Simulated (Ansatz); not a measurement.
Basis-set extrapolation for F$_{2}$H$_{3}$NOSi (`N[Si](O)(F)F`) (PBE0-D4/def2-TZVP geometry, frozen core, Ansatz 0.2.0). Multiplicity 1, RHF reference.

|  | def2-TZVPP | def2-QZVPP |
| --- | --- | --- |
| HF | -619.286037 | -619.312281 |
| MP2 correlation | -1.063185 | -1.157733 |
| CCSD(T) correlation | -1.109493 | not run |

Energies in hartree. Use E(X) = E(∞) + A·exp(−7.88·√X) for Hartree–Fock and E(X) = E(∞) + B·X^(−2.97) for correlation, with X = 3 and 4, and add CCSD(T) minus MP2 of the smaller set to the MP2 limit.

What is the CCSD(T) energy at the basis-set limit?

HF limit: -619.312281 + (-0.026244) × 0.13774 = -619.31590. MP2 limit: -1.157733 + (-0.094548) × 0.74074 = -1.22777. Higher-order term: -1.109493 − (-1.063185) = -0.04631. Total: -620.58998 hartree, 122.0 kcal/mol below CCSD(T)/def2-TZVPP.
